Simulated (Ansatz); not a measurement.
Correlation energies of AlH₃O₂Se, SMILES `[OH][Al]([OH])[SeH]` by basis set

```xyz
7

O    -1.637   -0.239    0.420
Al   -0.067   -0.273   -0.191
O     0.293   -1.491   -1.297
Se    1.571    1.253    0.412
H    -1.956    0.403    1.050
H     1.146   -1.610   -1.708
H     0.650    1.956    1.315
```

Charge 0, multiplicity 1. Correlated methods include outer-core shells of Se, which these sets cover unevenly. Scalar relativity is left out up to krypton. The structure was optimised at the PBE0-D4/def2-TZVP level. It is one conformer, not always the lowest. Frozen core, restricted reference, Ansatz 0.2.0.

```
     basis      HF (Eh)  MP2 corr.
  def2-SVP  -2792.90163   -0.67025
def2-TZVPP  -2793.48617   -0.83127
def2-QZVPP  -2793.54842   -1.18142
```

(1) Estimate the CCSD correlation energy and the (T) correction in each basis where they were run (hartree).

Results:

(1) 
```
     basis  CCSD corr.       (T)
  def2-SVP    -0.68787  -0.01495
def2-TZVPP    -0.84434  -0.03006
```
